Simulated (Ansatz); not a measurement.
Frontier orbitals of CH₅GeIO, SMILES `C[O][GeH2][I]`.

Charge 0, multiplicity 1. Correlated methods include outer-core shells of Ge, I, which these sets cover unevenly. Scalar relativity is left out up to krypton. I: def2 effective core potential. The structure was optimised at the PBE0-D4/def2-TZVP level. It is one conformer, not always the lowest. Basis def2-TZVPP, Ansatz.

Orbital energies of one run (eV). Highest occupied ones, from the top: -7.26, -7.37, -7.75, -8.55, -9.15, -10.12, -12.19, -12.33, -12.44, -15.18, -18.59, -19.30, -27.74, -34.20. Empty: -1.30, -0.20, 0.59, 1.44, 1.52, 2.72.

(1) Which functional gave them?
A. revPBE
B. HSE06 (plane-wave form)
C. PBE0
D. ωB97M-V

## Answers

(1) B. HOMO energies: HSE06 -7.26, ωB97M-V -9.79, revPBE -6.46, PBE0 -7.65 eV.
